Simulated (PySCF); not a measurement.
PBE on Ge⁻ (germanium, charge -1), [Ar] 3d10 4s2 4p3, high-spin 4S determinant. Computed with PySCF 2.14 in def2-QZVPPD (12s7p5d4f1g, 95 functions), with the non-relativistic Hamiltonian (point nucleus).

```
cycle= 1 E= -2076.6912456134  delta_E= -0.017  |g|= 0.223  |ddm|= 0.232
cycle= 2 E= -2076.68601197286  delta_E= 0.00523  |g|= 0.312  |ddm|= 0.138
cycle= 3 E= -2076.69624635632  delta_E= -0.0102  |g|= 0.00972  |ddm|= 0.0892
cycle= 4 E= -2076.69630753916  delta_E= -6.12e-05  |g|= 0.000755  |ddm|= 0.0182
cycle= 5 E= -2076.69630766819  delta_E= -1.29e-07  |g|= 0.000102  |ddm|= 0.00078
cycle= 6 E= -2076.69630767031  delta_E= -2.12e-09  |g|= 5.99e-06  |ddm|= 0.000144
cycle= 7 E= -2076.69630767034  delta_E= -3.27e-11  |g|= 3.9e-07  |ddm|= 1.32e-05
converged SCF energy = -2076.69630767034  <S^2> = 3.7506621  2S+1 = 4.000331
```

Highest occupied orbital energy: 1.664 eV; ⟨L²⟩ = 0.00; populations by l: s 8.00, p 15.00, d 10.00, f 0.00.

Can this result be used?

With care. The run converged. At PBE the highest occupied level has a positive energy, so only the finite basis holds that electron; in a semilocal or global hybrid functional this comes from self-interaction and does not mean that the real anion is unbound.
